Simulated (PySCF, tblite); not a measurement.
Species: C5H12Si2.
Numbering: `[CH2:1]=[CH:2][CH2:3][CH:4]1[SiH2:5][CH2:6][SiH2:7]1` (hydrogens: H8, H9 on C1; H10 on C2; H11, H12 on C3; H13 on C4; H14, H15 on Si5; H16, H17 on C6; H18, H19 on Si7)

Computed with GFN2-xTB (tblite), gas phase: nudged elastic band of 9 images (0 to 8), spring 0.2 eV/Å², climbing image at the end, force threshold 0.05 eV/Å. The top image wasn't refined or checked by frequencies; at this threshold it can lie a kcal/mol or more above the true saddle point of the method.

Path: rotation about C3–C4 (allylic carbon, sp3 carbon bound to silicon), followed by the dihedral C2–C3–C4–Si7.

Image 0 (start, dihedral -176°):
```
atom  x, y, z in Å
C1      2.852   -0.202    1.043
C2      2.235   -0.273   -0.122
C3      0.935   -0.969   -0.359
C4     -0.151    0.039   -0.742
Si5    -0.720    1.266    0.629
C6     -2.518    0.705    0.256
Si7    -1.937   -0.641   -0.978
H8      3.778    0.333    1.169
H9      2.458   -0.686    1.922
H10     2.654    0.224   -0.989
H11     0.637   -1.513    0.539
H12     1.059   -1.696   -1.170
H13     0.192    0.571   -1.633
H14    -0.430    2.679    0.371
H15    -0.266    0.909    1.974
H16    -3.130    1.479   -0.200
H17    -3.077    0.337    1.112
H18    -2.473   -0.540   -2.338
H19    -2.106   -2.014   -0.492
```

Image 8 (end, +0.018 eV, dihedral -50°):
```
atom  x, y, z in Å
C1      2.037   -1.491    1.245
C2      1.658   -0.404    0.599
C3      1.297   -0.363   -0.848
C4     -0.147    0.091   -1.075
Si5    -0.684    1.840   -0.466
C6     -2.099    0.976    0.495
Si7    -1.535   -0.774   -0.053
H8      2.284   -1.481    2.294
H9      2.123   -2.443    0.746
H10     1.581    0.541    1.121
H11     1.443   -1.356   -1.283
H12     1.974    0.331   -1.361
H13    -0.340   -0.004   -2.147
H14    -1.117    2.735   -1.544
H15     0.277    2.564    0.369
H16    -3.095    1.251    0.160
H17    -2.081    1.139    1.569
H18    -2.506   -1.511   -0.868
H19    -1.077   -1.631    1.040
```

**Question.** What do the inner images look like?

**Answer.** 
Image 1: +0.016 eV, dihedral -161°
```
atom  x, y, z in Å
C1      2.694   -0.280    1.163
C2      2.190   -0.203   -0.054
C3      0.978   -0.949   -0.504
C4     -0.154    0.025   -0.841
Si5    -0.630    1.315    0.510
C6     -2.442    0.714    0.317
Si7    -1.944   -0.686   -0.894
H8      3.549    0.297    1.473
H9      2.271   -0.939    1.904
H10     2.624    0.466   -0.787
H11     0.660   -1.631    0.287
H12     1.220   -1.551   -1.387
H13     0.108    0.527   -1.776
H14    -0.388    2.712    0.138
H15    -0.071    1.061    1.837
H16    -3.107    1.457   -0.115
H17    -2.912    0.381    1.238
H18    -2.610   -0.676   -2.199
H19    -2.045   -2.030   -0.319
```

Image 2: +0.066 eV, dihedral -146°
```
atom  x, y, z in Å
C1      2.548   -0.397    1.258
C2      2.142   -0.162    0.023
C3      1.030   -0.908   -0.636
C4     -0.157    0.024   -0.917
Si5    -0.575    1.383    0.388
C6     -2.377    0.729    0.369
Si7    -1.927   -0.729   -0.791
H8      3.319    0.182    1.735
H9      2.118   -1.193    1.844
H10     2.575    0.644   -0.555
H11     0.720   -1.728    0.015
H12     1.384   -1.347   -1.574
H13     0.008    0.494   -1.890
H14    -0.400    2.753   -0.106
H15     0.066    1.254    1.695
H16    -3.098    1.427   -0.047
H17    -2.759    0.437    1.343
H18    -2.695   -0.820   -2.035
H19    -1.933   -2.035   -0.127
```

Image 3: +0.119 eV, dihedral -131°
```
atom  x, y, z in Å
C1      2.412   -0.541    1.329
C2      2.087   -0.149    0.111
C3      1.086   -0.847   -0.748
C4     -0.159    0.031   -0.974
Si5    -0.547    1.465    0.261
C6     -2.318    0.749    0.412
Si7    -1.888   -0.768   -0.675
H8      3.101    0.009    1.948
H9      1.994   -1.437    1.759
H10     2.506    0.758   -0.306
H11     0.807   -1.788   -0.269
H12     1.544   -1.095   -1.710
H13    -0.101    0.447   -1.983
H14    -0.457    2.797   -0.347
H15     0.161    1.472    1.539
H16    -3.096    1.389    0.008
H17    -2.614    0.510    1.429
H18    -2.731   -0.964   -1.857
H19    -1.796   -2.029    0.067
```

Image 4 (top): +0.144 eV, dihedral -115°
```
atom  x, y, z in Å
C1      2.271   -0.699    1.377
C2      2.025   -0.162    0.197
C3      1.142   -0.767   -0.842
C4     -0.160    0.042   -1.020
Si5    -0.537    1.550    0.130
C6     -2.260    0.774    0.449
Si7    -1.827   -0.802   -0.546
H8      2.884   -0.207    2.114
H9      1.868   -1.660    1.655
H10     2.436    0.806   -0.060
H11     0.913   -1.797   -0.562
H12     1.688   -0.801   -1.789
H13    -0.208    0.380   -2.058
H14    -0.540    2.837   -0.576
H15     0.227    1.687    1.368
H16    -3.094    1.345    0.052
H17    -2.478    0.600    1.499
H18    -2.725   -1.111   -1.663
H19    -1.635   -2.006    0.267
```

Image 5: +0.131 eV, dihedral -99°
```
atom  x, y, z in Å
C1      2.137   -0.879    1.395
C2      1.961   -0.196    0.280
C3      1.194   -0.668   -0.909
C4     -0.157    0.059   -1.051
Si5    -0.551    1.638   -0.007
C6     -2.208    0.804    0.476
Si7    -1.743   -0.828   -0.408
H8      2.680   -0.472    2.232
H9      1.752   -1.879    1.516
H10     2.364    0.805    0.188
H11     1.032   -1.746   -0.837
H12     1.802   -0.488   -1.801
H13    -0.294    0.297   -2.110
H14    -0.652    2.862   -0.808
H15     0.255    1.914    1.181
H16    -3.095    1.294    0.084
H17    -2.357    0.709    1.548
H18    -2.676   -1.260   -1.454
H19    -1.453   -1.957    0.477
```

Image 6: +0.093 eV, dihedral -83°
```
atom  x, y, z in Å
C1      2.043   -1.083    1.378
C2      1.884   -0.246    0.371
C3      1.238   -0.565   -0.935
C4     -0.152    0.078   -1.070
Si5    -0.587    1.722   -0.151
C6     -2.164    0.843    0.492
Si7    -1.654   -0.833   -0.277
H8      2.505   -0.775    2.301
H9      1.729   -2.113    1.321
H10     2.222    0.778    0.464
H11     1.151   -1.649   -1.053
H12     1.887   -0.196   -1.736
H13    -0.342    0.207   -2.140
H14    -0.794    2.863   -1.049
H15     0.259    2.158    0.962
H16    -3.096    1.250    0.109
H17    -2.255    0.834    1.574
H18    -2.606   -1.389   -1.246
H19    -1.275   -1.874    0.678
```

Image 7: +0.045 eV, dihedral -66°
```
atom  x, y, z in Å
C1      1.989   -1.297    1.323
C2      1.777   -0.311    0.472
C3      1.273   -0.459   -0.924
C4     -0.149    0.091   -1.084
Si5    -0.628    1.791   -0.302
C6     -2.125    0.898    0.496
Si7    -1.569   -0.817   -0.149
H8      2.338   -1.113    2.326
H9      1.833   -2.329    1.054
H10     1.954    0.710    0.781
H11     1.288   -1.514   -1.214
H12     1.947    0.082   -1.596
H13    -0.362    0.108   -2.157
H14    -0.945    2.833   -1.284
H15     0.272    2.376    0.694
H16    -3.090    1.226    0.119
H17    -2.174    0.981    1.579
H18    -2.529   -1.499   -1.024
H19    -1.110   -1.747    0.882
```

The largest changes of bonds and angles from start to top: C3–C4 1.530 → 1.543 Å, C4–Si5 1.926 → 1.933 Å, Si5–C6 1.920 → 1.916 Å, C6–Si7 1.916 → 1.914 Å, C4–Si5–H15 114.0 → 118.3°, C3–C4–Si5 116.8 → 120.3°, Si5–C4–H13 111.3 → 108.4°. GFN2-xTB torsional profiles can miss by a kcal/mol or more and can put conformers in the wrong order.

**Question.** What do single points at PBE0/pcSseg-1 (PySCF, no dispersion term) give on some images?

**Answer.** 
```json
{"image": "0", "GFN2-xTB E (eV)": "0.000", "DFT E (eV)": "0.000", "HOMO (eV)": "-7.36", "LUMO (eV)": "-0.09", "dipole (D)": "0.29"}
{"image": "2", "GFN2-xTB E (eV)": "0.066", "DFT E (eV)": "0.112", "HOMO (eV)": "-7.31", "LUMO (eV)": "-0.19", "dipole (D)": "0.25"}
{"image": "4", "GFN2-xTB E (eV)": "0.144", "DFT E (eV)": "0.208", "HOMO (eV)": "-7.28", "LUMO (eV)": "-0.19", "dipole (D)": "0.29"}
{"image": "6", "GFN2-xTB E (eV)": "0.093", "DFT E (eV)": "0.131", "HOMO (eV)": "-7.37", "LUMO (eV)": "-0.12", "dipole (D)": "0.28"}
{"image": "8", "GFN2-xTB E (eV)": "0.018", "DFT E (eV)": "0.094", "HOMO (eV)": "-7.37", "LUMO (eV)": "-0.09", "dipole (D)": "0.19"}
```

Energies count from image 0 at each level. At the GFN2-xTB top the DFT energy is 4.8 kcal/mol against 3.3; the geometries weren't optimised at the DFT level.

What follows is the cost of the whole band run. Cost: about 17 s of CPU time on one thread; the machine was shared, so the figure is rough.
